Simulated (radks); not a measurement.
The nuclear charge of neutral platinum is varied continuously with 78 electrons held in [Xe] 4f14 5d9 6s1. Method: scalar-relativistic Kohn-Sham, LDA (Slater exchange, Perdew-Wang correlation), spin-unpolarised, spherical densities, finite nucleus; Fermi nuclear charge, rms radius 5.427 fm; computed with a radial shooting solver on a logarithmic mesh with Libxc functionals. By the Hellmann-Feynman theorem dE/dZ = E(electron-nucleus)/Z, the electronic potential at the nucleus (averaged over a nucleus of fixed radius). The scalar-relativistic energy here is not variational (the density holds large components alone), so the two differ by a part that grows with Z.

| Z | E (hartree) | E(electron-nucleus)/Z (hartree) | HOMO | e(HOMO) (eV) | <r> HOMO (bohr) |
|---|---|---|---|---|---|
| 77.8 | -18281.3986 | -583.831 | 5d | -4.413 | 1.744 |
| 77.9 | -18340.3478 | -585.002 | 6s | -5.192 | 2.951 |
| 78 | -18399.4165 | -586.172 | 6s | -5.957 | 2.905 |
| 78.1 | -18458.6048 | -587.343 | 6s | -6.744 | 2.862 |
| 78.2 | -18517.9127 | -588.514 | 6s | -7.552 | 2.821 |
| 78.3 | -18577.3402 | -589.685 | 6s | -8.382 | 2.782 |
| 78.4 | -18636.8875 | -590.856 | 6s | -9.231 | 2.745 |
| 78.5 | -18696.5545 | -592.028 | 6s | -10.099 | 2.710 |
| 78.6 | -18756.3412 | -593.201 | 6s | -10.987 | 2.676 |
| 78.7 | -18816.2479 | -594.374 | 6s | -11.892 | 2.643 |
| 78.8 | -18876.2744 | -595.547 | 6s | -12.816 | 2.612 |
| 78.9 | -18936.4210 | -596.721 | 6s | -13.757 | 2.582 |
| 79 | -18996.6875 | -597.896 | 6s | -14.715 | 2.553 |

The central difference of E at Z = 78 is -591.285 hartree, to compare with the third column; the second derivative is -12 hartree.
